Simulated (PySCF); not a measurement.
**Vibration and rotation of CuCl**

RHF-CCSD(T) constants of CuCl, ¹Σ⁺ (singlet), closed shell (PySCF, no relativity, basis sets Cu def2-TZVPP, Cl def2-TZVPP; masses 62.9296 and 34.9689 u):

| Quantity | Value |
| --- | --- |
| ωe | 391.8 cm⁻¹ |
| ωexe | 1.3 cm⁻¹ |
| Be | 0.17109 cm⁻¹ |
| αe | 0.000915 cm⁻¹ |
| De to Cu (3d10 4s1) + Cl | 3.61 eV |

(1) What force constant and bond length do these constants imply?

(2) Estimate the centrifugal constant D from the Kratzer relation and find the Dunham coefficient a1.

Correlated steps freeze 10 core orbitals. Where the molecule has an RHF reference, its open-shell atoms are computed with UHF. The CCSD T1 diagnostic is raised, a sign that a single reference may not be enough here.

## Answers

(1) Reduced mass μred = 22.478 u; k = 5.8918×10⁻⁷·μred·ωe² (u, cm⁻¹, mdyn/Å) = 2.03 mdyn/Å; Re = √(16.8576/(μred·Be)) (u, cm⁻¹, Å) = 2.094 Å.

(2) D = 4Be³/ωe² = 1.3e-07 cm⁻¹; a1 = −1 − αeωe/(6Be²) = -3.04.
